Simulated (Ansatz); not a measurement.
One change: `[NH2][Sc]([NH2])[O][SiH3]` becomes `[CH3][Sc]([NH2])[O][SiH3]`.

Ansatz, PBE0-D4/def2-TZVP geometries, multiplicity 1. Each molecule was computed in one conformer, which needn't be the lowest.

Scalar relativity is left out up to krypton.

```tsv
property	`[NH2][Sc]([NH2])[O][SiH3]`
LUMO energy (ωB97M-V/def2-TZVPP) / eV	0.00
HOMO–LUMO gap (B3LYP/def2-TZVPP) / eV	5.02
HOMO–LUMO gap (ωB97M-V/def2-TZVPP) / eV	9.42
size of the dipole moment (PBE/def2-TZVPP) / D	1.99
HOMO energy (B3LYP/def2-TZVPP) / eV	-6.79
LUMO energy (B3LYP/def2-TZVPP) / eV	-1.78
```

Problem. Give the same properties after the change, and the shifts. (Estimate.)

Solution. The calculation gave: 
```csv
property,`[CH3][Sc]([NH2])[O][SiH3]`,shift
LUMO energy (ωB97M-V/def2-TZVPP) / eV,-0.18,-0.18
HOMO–LUMO gap (B3LYP/def2-TZVPP) / eV,4.63,-0.39
HOMO–LUMO gap (ωB97M-V/def2-TZVPP) / eV,9.06,-0.36
size of the dipole moment (PBE/def2-TZVPP) / D,1.73,-0.26
HOMO energy (B3LYP/def2-TZVPP) / eV,-6.66,0.13
LUMO energy (B3LYP/def2-TZVPP) / eV,-2.04,-0.26
```

With PBE0 the HOMO rises by 0.11 eV and the LUMO falls by 0.24 eV, so the gap narrows by about 0.35 eV. PBE moves the HOMO by 0.11 eV and ωB97M-V by 0.17 eV. Dipoles are sizes alone; their direction can turn.

Positive LUMOs are unbound, so they and the gaps depend on the basis.

B3LYP here is the variant with VWN-RPA as its local correlation; programs differ in this.
